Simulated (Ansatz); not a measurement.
Cd12H32S12, 56 atoms. Hardware: 11 threads of AMD EPYC 7R13 on a shared host and a whole NVIDIA H100 80GB HBM3.

In the def2 sets Cd takes a core potential; there is no spin–orbit coupling. Correlated methods freeze 60 core orbitals; core or outer-core shells of Cd are correlated, in sets that lack core-valence functions. Single mean-field runs in def2-SVP, def2-TZVP are fitted with def2-universal-jkfit.

Task: How many basis functions does each of these Ansatz runs have, and roughly what does it cost? PBE-D4/def2-TZVP, charge 0 singlet, energy and forces, from earlier orbitals; r2SCAN-D4/def2-TZVP, charge 0 singlet, energy, from earlier orbitals; PBE-D4/def2-SVP, charge 0 singlet, energy, from earlier orbitals; MP2/def2-TZVP, charge 0 singlet, energy, from earlier orbitals; ωB97X-V/def2-TZVP, charge 0 singlet, energy, from earlier orbitals; PBE0-D4/def2-TZVP, charge -1 doublet at the geometry of the charge 0 singlet, energy; PBE-D4/def2-TZVP, charge 1 doublet at the geometry of the charge 0 singlet, energy, from earlier orbitals; PBE0-D4/def2-TZVP, charge 0 singlet, energy and forces; PBE0-D4/def2-TZVP, charge 1 doublet at the geometry of the charge 0 singlet, energy; PBE-D4/def2-TZVP, charge -1 doublet at the geometry of the charge 0 singlet, energy, from earlier orbitals; PBE0-D4/def2-SVP, charge 0 singlet, energy, from earlier orbitals; ωB97X-V/def2-TZVP, charge 1 doublet at the geometry of the charge 0 singlet, energy, from earlier orbitals.

Result: Other jobs shared the machine, so times can vary by a factor of up to 3. A dash marks memory too small to be measured apart from the calling script's.

```json
{"run": "PBE0-D4/def2-SVP, charge 0 singlet, energy, from earlier orbitals", "functions": "748", "fitting or Cholesky vectors": "5172", "wall time": "11 s", "peak host memory (GiB)": "–"}
{"run": "r2SCAN-D4/def2-TZVP, charge 0 singlet, energy, from earlier orbitals", "functions": "1116", "fitting or Cholesky vectors": "5172", "wall time": "16 s", "peak host memory (GiB)": "–"}
{"run": "PBE-D4/def2-SVP, charge 0 singlet, energy, from earlier orbitals", "functions": "748", "fitting or Cholesky vectors": "5172", "wall time": "17 s", "peak host memory (GiB)": "–"}
{"run": "PBE-D4/def2-TZVP, charge 0 singlet, energy and forces, from earlier orbitals", "functions": "1116", "fitting or Cholesky vectors": "5172", "wall time": "17 s", "peak host memory (GiB)": "–"}
{"run": "PBE0-D4/def2-TZVP, charge 0 singlet, energy and forces", "functions": "1116", "fitting or Cholesky vectors": "5172", "wall time": "20 s", "peak host memory (GiB)": "4.5"}
{"run": "ωB97X-V/def2-TZVP, charge 0 singlet, energy, from earlier orbitals", "functions": "1116", "fitting or Cholesky vectors": "5172", "wall time": "22 s", "peak host memory (GiB)": "1.9"}
{"run": "PBE-D4/def2-TZVP, charge -1 doublet at the geometry of the charge 0 singlet, energy, from earlier orbitals", "functions": "1116", "fitting or Cholesky vectors": "5172", "wall time": "23 s", "peak host memory (GiB)": "2.1"}
{"run": "PBE-D4/def2-TZVP, charge 1 doublet at the geometry of the charge 0 singlet, energy, from earlier orbitals", "functions": "1116", "fitting or Cholesky vectors": "5172", "wall time": "24 s", "peak host memory (GiB)": "2.1"}
{"run": "PBE0-D4/def2-TZVP, charge -1 doublet at the geometry of the charge 0 singlet, energy", "functions": "1116", "fitting or Cholesky vectors": "5172", "wall time": "30 s", "peak host memory (GiB)": "2.1"}
{"run": "MP2/def2-TZVP, charge 0 singlet, energy, from earlier orbitals", "functions": "1116", "fitting or Cholesky vectors": "8689", "wall time": "31 s", "peak host memory (GiB)": "2.2"}
{"run": "PBE0-D4/def2-TZVP, charge 1 doublet at the geometry of the charge 0 singlet, energy", "functions": "1116", "fitting or Cholesky vectors": "5172", "wall time": "38 s", "peak host memory (GiB)": "2.2"}
{"run": "ωB97X-V/def2-TZVP, charge 1 doublet at the geometry of the charge 0 singlet, energy, from earlier orbitals", "functions": "1116", "fitting or Cholesky vectors": "5172", "wall time": "69 s", "peak host memory (GiB)": "3.2"}
```
